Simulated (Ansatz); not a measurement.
Cost and result for the atomization energy of CH₆AsNOSi (`N[SiH]([AsH2])C=O`) (11 atoms, 10 bonds).

```xyz
11

N    -0.541    1.532   -0.217
Si    0.169    0.161    0.515
As    1.949   -0.760   -0.741
C    -1.023   -1.326    0.791
O    -2.132   -1.368    0.317
H    -0.829    1.479   -1.182
H    -1.187    2.095    0.315
H     0.679    0.541    1.861
H     2.486    0.627   -1.063
H     1.085   -0.790   -1.996
H    -0.656   -2.192    1.400
```

Total charge 0; spin multiplicity 1. Correlated methods include outer-core shells of As, which these sets cover unevenly. Scalar relativity is left out up to krypton. The structure was optimised at the PBE0-D4/def2-TZVP level. It is one conformer, not always the lowest. Program: Ansatz. All runs use 4 threads of a server CPU on a shared host. Times are those of one run each, without the atoms' runs, and a repeat can differ threefold. Electronic energies, without spin–orbit coupling; frozen cores. CCSD(T)/CBS adds CCSD(T) − MP2 in def2-TZVPP to the MP2 limit, and its time is that of the two runs behind it. T1 = 0.013. With those shells the extrapolation isn't a true limit. B3LYP takes the VWN-RPA correlation (the form of Gaussian; ORCA's B3LYP/G).

CCSD(T)/CBS is a level of theory with its own doubt, some kJ/mol a heavy atom from the limit and from the frozen cores, so smaller differences don't rank the functionals.

```tsv
level	functions	wall time
revPBE-D4/def2-TZVPP	267	2.8 s
BLYP-D4/def2-TZVPP	267	2.8 s
PBE-D4/def2-TZVPP (with forces)	267	3.2 s
PBE0-D4/def2-TZVPP	267	4.3 s
r2SCANh-D4/def2-TZVPP	267	7 s
B3LYP-D4/def2-TZVPP (with forces)	267	7.5 s
B2PLYP/def2-TZVPP	267	8.5 s
ωB97X-V/def2-TZVPP	267	11 s
CCSD(T)/def2-SVP	122	13 s
ωB97M-V/def2-TZVPP (with forces)	267	17 s
MP2/def2-QZVPP	510	39 s
CCSD(T)/def2-TZVPP	267	5.9 min
CCSD(T)/CBS(def2)	–	6.5 min
```

(1) What atomization energy does each give, and how far from CCSD(T)/CBS? (An estimate is asked.)

## Answers

(1) Computed: 
| level | atomization (kcal/mol) | difference from CCSD(T)/CBS | per bond |
| --- | --- | --- | --- |
| revPBE-D4/def2-TZVPP | 888.3 | -2.2 | -0.2 |
| BLYP-D4/def2-TZVPP | 899.9 | 9.4 | 0.9 |
| PBE-D4/def2-TZVPP (with forces) | 911.8 | 21.3 | 2.1 |
| PBE0-D4/def2-TZVPP | 887.6 | -2.9 | -0.3 |
| r2SCANh-D4/def2-TZVPP | 882.3 | -8.2 | -0.8 |
| B3LYP-D4/def2-TZVPP (with forces) | 894.9 | 4.4 | 0.4 |
| B2PLYP/def2-TZVPP | 879.9 | -10.6 | -1.1 |
| ωB97X-V/def2-TZVPP | 898.9 | 8.4 | 0.8 |
| CCSD(T)/def2-SVP | 818.4 | -72.1 | -7.2 |
| ωB97M-V/def2-TZVPP (with forces) | 893.3 | 2.8 | 0.3 |
| MP2/def2-QZVPP | 888.3 | -2.2 | -0.2 |
| CCSD(T)/def2-TZVPP | 861.3 | -29.2 | -2.9 |
| CCSD(T)/CBS(def2) | 890.5 | 0.0 | 0.0 |

In def2-TZVPP, CCSD(T) changes the Hartree–Fock value by +265.4 kcal/mol (the triples alone add +16.6 kcal/mol) and MP2 by +275.1 kcal/mol; breaking electron pairs costs correlation energy, which Hartree–Fock lacks. From PBE to PBE0 (25 % exact exchange), in def2-TZVPP and without D4, the atomization energy moves by −23.4 kcal/mol: exact exchange takes away binding that semilocal exchange gives to molecules. The D4 term adds +10.3 kcal/mol with B3LYP and +5.5 kcal/mol with PBE0; it sums over pairs of atoms, weighted by their polarisabilities, and B3LYP, whose exchange is more repulsive, gets the larger term.
